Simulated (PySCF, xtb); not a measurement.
InH2Cl, SMILES [InH2][Cl].

Harmonic wavenumbers (cm⁻¹) from GFN2-xTB (xtb 6.7.1) at its own minimum, in rising order: 319, 323, 419, 614, 1495, 1573.

Problem. What does PySCF 2.14.0 with PBE-D3(BJ)/def2-TZVP give at its own minimum? (The exact figures need the calculation; the answer reports its results.)

Solution. 334, 389, 526, 549, 1796, 1819. Paired by order, the mean absolute difference is 133 cm⁻¹ and the zero-point energies are 6.8 and 7.7 kcal/mol.
